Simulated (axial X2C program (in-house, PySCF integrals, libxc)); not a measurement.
# Ionising TiF

Computed with an in-house relativistic program for diatomic molecules, spin-free (one-electron X2C) or two-component (2c: spin–orbit coupling with atomic mean-field Coulomb and Gaunt terms, which also bring small scalar terms), in Dyall basis sets with cores contracted in-house; open shells are unrestricted.

Basis sets: F dyall-av3z, Ti dyall-cv3z. Frozen shells (counts by l): TiF Ti 3s2p, F 1s, 11 electrons correlated; TiF⁺ Ti 3s2p, F 1s, 10 electrons correlated. Where the outer core of a metal is frozen, bonds come out longer and ionisation energies lower.

```tsv
Hamiltonian	level	TiF state	Re (Å)	ωe (cm⁻¹)	De (eV)
spin-free	HF	M_S = 3/2, Λ = 0	1.822	679.0	3.84
spin-free	PBE0	M_S = 3/2, Λ = 0	1.773	709.4	6.13
spin-free	MP2	M_S = 3/2, Λ = 0	1.813	668.3	5.70
2c	HF	Ω = 3/2	1.822	678.9	n/a
2c	PBE0	Ω = 3/2	1.773	709.3	n/a
2c	MP2	Ω = 3/2	1.813	668.2	n/a
```

Adiabatic ionisation energy (minimum to minimum, no zero-point term) and constants of TiF⁺:

```json
{"Hamiltonian": "spin-free", "level": "HF", "TiF⁺ state": "M_S = 1, Λ = 0", "IE (eV)": "6.48", "Re (Å)": "1.755", "ωe (cm⁻¹)": "788.0", "De (eV)": "2.91", "fragments": "Ti+ + F"}
{"Hamiltonian": "spin-free", "level": "PBE0", "TiF⁺ state": "M_S = 1, Λ = 0", "IE (eV)": "6.97", "Re (Å)": "1.716", "ωe (cm⁻¹)": "814.3", "De (eV)": "5.62", "fragments": "Ti+ + F"}
{"Hamiltonian": "spin-free", "level": "MP2", "TiF⁺ state": "M_S = 1, Λ = 0", "IE (eV)": "6.60", "Re (Å)": "1.751", "ωe (cm⁻¹)": "772.6", "De (eV)": "5.48", "fragments": "Ti+ + F"}
{"Hamiltonian": "2c", "level": "HF", "TiF⁺ state": "Ω = 1", "IE (eV)": "6.48", "Re (Å)": "1.755", "ωe (cm⁻¹)": "787.9", "De (eV)": "n/a", "fragments": "Ti+ + F"}
{"Hamiltonian": "2c", "level": "PBE0", "TiF⁺ state": "Ω = 1", "IE (eV)": "6.96", "Re (Å)": "1.716", "ωe (cm⁻¹)": "814.3", "De (eV)": "n/a", "fragments": "Ti+ + F"}
{"Hamiltonian": "2c", "level": "MP2", "TiF⁺ state": "Ω = 1", "IE (eV)": "6.60", "Re (Å)": "1.751", "ωe (cm⁻¹)": "772.6", "De (eV)": "n/a", "fragments": "Ti+ + F"}
```

Question: Add the zero-point terms to the ionisation energy at MP2, 2c, and say whether the electron removed was bonding.

Answer: IE0 = IE + (ωe⁺ − ωe)/2 = 6.60 + (0.006) = 6.61 eV. Re changes by -0.062 Å, so the bond shortens, as on loss of an antibonding or a polarising non-bonding electron.

Each entry is the lowest single determinant of a limited PBE0 search at one distance. De goes to single-determinant-based atoms at the same level (for ions the charge split of lowest energy) and is withheld (n/a) where an atom does not fit its ground term or J level. Main or longest-lived isotopes. One determinant is a doubtful description, or other states lie close, for TiF, TiF⁺; these need not be ground states, and all values refer to the states named. Some open-shell Ω = 0 determinants are out of reach, so the Ω given for TiF⁺ need not be the lowest component. With several unpaired electrons the Ω given is that of one determinant, not necessarily of the lowest component. The functionals have no current term, which raises determinants with orbital currents.
